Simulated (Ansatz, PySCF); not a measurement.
Noncovalent pair: H2S (SMILES S) (first 3 atoms) with AsH3 (SMILES [AsH3]); geometry from B3LYP-D3(BJ)/def2-TZVP.
(charge 0, multiplicity 1):
```
atom    x (Å)    y (Å)    z (Å)
----  -------  -------  -------
S      0.5924   0.2536  -0.7813
H     -0.3709   1.0690  -0.3243
H     -0.2505  -0.7879  -0.8633
As    -0.3033  -0.3111   2.8436
H      0.2518  -1.6632   2.4149
H     -0.3263  -0.7188   4.3157
H      1.0896   0.2914   2.9646
```

Basis-set superposition error: the interaction energy with monomers in their own basis, and in the dimer's basis (counterpoise).

Codes used: Ansatz (Gaussian orbitals); PySCF for 6-31G* rows, M06-2X. 

| level | uncorrected (kcal/mol) | counterpoise (kcal/mol) | difference |
|---|---|---|---|
| SVWN5/def2-TZVPPD | -2.52 | -2.40 | 0.12 |
| BLYP/def2-TZVPPD | 0.60 | 0.71 | 0.11 |
| revPBE/def2-TZVPPD | 0.48 | 0.59 | 0.11 |
| r2SCAN/def2-TZVPPD | -1.01 | -0.92 | 0.09 |
| B3LYP/6-31G* | -0.22 | 0.22 | 0.44 |
| BHLYP/def2-TZVPPD | -0.12 | -0.02 | 0.10 |
| M06-2X/def2-TZVPPD | -1.53 | -1.40 | 0.14 |
| CAM-B3LYP/def2-TZVPPD | -0.29 | -0.19 | 0.11 |
| CCSD/def2-SVPD | -1.43 | -0.46 | 0.97 |
| CCSD/def2-TZVPPD | -0.91 | -0.62 | 0.29 |

The error is largest for CCSD/def2-SVPD (0.97 kcal/mol) and smallest for r2SCAN/def2-TZVPPD (0.09 kcal/mol).

Ansatz is a program for electronic structure.
